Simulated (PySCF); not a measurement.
Species: (F)3Ti-NH-SiH3 (singlet state).
Geometry (PBE0-D3(BJ)/def2-SVP, Å), atoms numbered from 1 in this order:
```xyz
10
F3H4NSiTi angstrom
Ti    -0.0653    1.5257   -0.4569
F     -1.3853    1.9147    0.6095
F      1.1706    2.7437   -0.4572
F     -0.7193    1.2976   -2.0554
N      0.7172   -0.0527    0.1081
Si    -0.1354   -1.5527    0.4407
H      1.7314   -0.0600    0.2266
H      0.3100   -2.6437   -0.4768
H      0.0805   -1.9893    1.8526
H     -1.5798   -1.2600    0.2130
```

Method used: PySCF, TDDFT PBE0/def2-SVPD, vertical, gas phase, core orbitals frozen in the response.

Computed states:

| state | E (eV) | f |
| --- | --- | --- |
| S1 | 4.24 | 0.0001 |
| S2 | 4.96 | 0.043 |
| S3 | 5.56 | 0.0010 |
| S4 | 5.65 | 0.0005 |
| S5 | 5.94 | 0.0013 |
| S6 | 6.11 | 0.062 |
| S7 | 6.24 | 0.0008 |
| S8 | 6.72 | 0.0063 |
| S9 | 6.94 | 0.0026 |
| S10 | 6.99 | 0.0023 |
| S11 | 7.19 | 0.0000 |
| S12 | 7.27 | 0.0003 |
| S13 | 7.32 | 0.012 |
| S14 | 7.51 | 0.0031 |
| S15 | 7.58 | 0.0039 |

Broadening: Gaussians 0.4 eV wide at half height, area fixed by f = 4.319×10⁻⁹ ∫ε dν̃. The width is an assumption, not a result. The curve ends short of the highest state used, and states not computed would add to its high-energy end.

Q: Give the broadened spectrum and its maxima.

A: 
```
λ (nm)  ε (L mol⁻¹ cm⁻¹)
 177.7               570
 183.4               584
 189.0               420
 194.6              1369
 200.3              3827
 205.9              3770
 211.5              1564
 217.2               372
 222.8               136
 228.4               134
 234.1               443
 239.7              1356
 245.3              2516
 251.0              2898
 256.6              2184
 262.2              1143
 267.9               426
 273.5               123
 279.1                31
 284.8                10
 290.4                 7
 296.0                 7
 301.6                 5
 307.3                 3
 312.9                 2
 318.5                 1
 324.2                 0
 329.8                 0
 335.4                 0
 341.1                 0
```

Maxima: 250 nm (4.96 eV), ε about 2900, made up of S2 (100%); 203 nm (6.11 eV), ε about 4300, made up of S6 (98%); 182 nm (6.83 eV), ε about 610, made up of S8 (58%), S9 (23%) and S10 (17%) (ε in L mol⁻¹ cm⁻¹; maxima over ε = 5, shares over 10%).

Q: What would ε be at 6.11 eV, the highest of these maxima, with half the width (0.2 eV)?

A: About 8430 L mol⁻¹ cm⁻¹ against 4280, a factor of about 1.97; a lone state at its own centre would give exactly 2.

Q: On this curve, what absorbance would a 10⁻⁴ mol/L sample give at 254 nm over a 1 cm path?

A: 254 nm is 4.881 eV, where ε is about 2600 L mol⁻¹ cm⁻¹, so A = ε c l ≈ 0.26 (Beer–Lambert, with the gas-phase spectrum and the assumed width).

Q: Coming from long wavelengths, where does ε first pass 100 L mol⁻¹ cm⁻¹?

A: At about 274 nm (4.52 eV), 0.28 eV above S1.
